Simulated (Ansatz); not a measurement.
Potential energy curve for BN, triplet.

Level of theory: full CI/cc-pVDZ, frozen core (Ansatz, a quantum-chemistry and plane-wave program).

Task: Relative to R = 1.34 Å, what are the energies at R = 1.21, 1.22, 1.27, 1.60 Å?

Result: 0.641 eV at 1.21 Å, 0.540 eV at 1.22 Å, 0.182 eV at 1.27 Å, 0.894 eV at 1.60 Å.

The scan ran from 1.06 to 5.26 Å; beyond the distances shown full CI changes its symmetry label.
